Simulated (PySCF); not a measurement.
This PySCF input asks for the NMR shieldings of `InChI=1S/H12Si5/c1-5(2,3)4/h1-4H3`; the geometry comes from GFN2-xTB.

```python
import basis_set_exchange as bse
import numpy as np
from pyscf import gto, dft
from pyscf.prop import nmr

atoms = """
Si   -0.406732   -0.873603   -2.139423
Si   -0.001753   -0.000696   -0.002283
Si   -0.011911    2.341106   -0.099278
Si   -1.671421   -0.727487    1.472719
Si    2.087617   -0.738454    0.762290
H    -1.700578   -0.451170   -2.680257
H    -0.411937   -2.338208   -2.155140
H     0.602909   -0.455279   -3.114556
H     0.242922    2.955580    1.205607
H    -1.293368    2.876880   -0.563724
H     1.008276    2.868431   -1.008328
H    -3.009844   -0.299960    1.059604
H    -1.723235   -2.186638    1.586589
H    -1.477172   -0.214704    2.830736
H     2.168074   -2.198390    0.849793
H     3.184687   -0.317186   -0.112011
H     2.406470   -0.228192    2.097753
"""
names = dict.fromkeys(["Si", "H"], "pcSseg-1")
basis = {el: gto.basis.parse(bse.get_basis(n, elements=[el], fmt="nwchem")) for el, n in names.items()}
mol = gto.M(atom=atoms, basis=basis, charge=0, verbose=0)
mf = dft.RKS(mol, xc="PBE0")
mf.grids.level = 2
mf.grids.alignment = dft.numint.BLKSIZE   # the property module wants whole blocks of grid points
mf.conv_tol = 1e-9
mf.kernel()

calc = nmr.RKS(mf)   # GIAO
C = mf.mo_coeff
Co = C[:, mf.mo_occ > 0]
resp = mf.gen_response(singlet=True, hermi=2)
def vind(x):   # induced exchange potential for any number of trial vectors
    d = np.einsum("pi,xij,qj->xpq", C, 2 * x.reshape(-1, C.shape[1], Co.shape[1]), Co, optimize=True)
    return np.einsum("xpq,pi,qj->xij", resp(d - d.transpose(0, 2, 1)), C, Co, optimize=True).ravel()
mo1, _ = nmr.rhf.solve_mo1(calc, with_cphf=vind)
sigma = calc.kernel(mo1)
for i, s in enumerate(sigma):   # ppm
    print("%2d %-2s %9.2f" % (i, mol.atom_pure_symbol(i), np.trace(s) / 3))
```

Q: What are the results?

A: 
```
 0 Si    457.34
 1 Si    516.52
 2 Si    457.32
 3 Si    457.38
 4 Si    457.27
 5 H      28.07
 6 H      28.07
 7 H      28.07
 8 H      28.07
 9 H      28.08
10 H      28.07
11 H      28.08
12 H      28.08
13 H      28.08
14 H      28.07
15 H      28.07
16 H      28.07
```

These numbers come from an equivalent density-fitted implementation of the same equations, which agrees with the script to about 0.01 ppm for H and up to a few tenths of a ppm for heavy atoms, so last digits may differ.

Q: Turn these shieldings into chemical shifts. Shifts are taken against calculated references (same method and geometry level): TMS for ²⁹Si (σref 349.16) and ¹H (σref 31.72).

A: Averaging equivalent atoms: Si 0/2/3/4: -108.2; Si 1: -167.4; H 5/6/7/8/9/10/11/12/13/14/15/16: 3.64 ppm. 

Size and cost of the density-fitted run: 180 basis functions, 39 s wall time on 1 thread of an x86-64 server CPU, shared host.
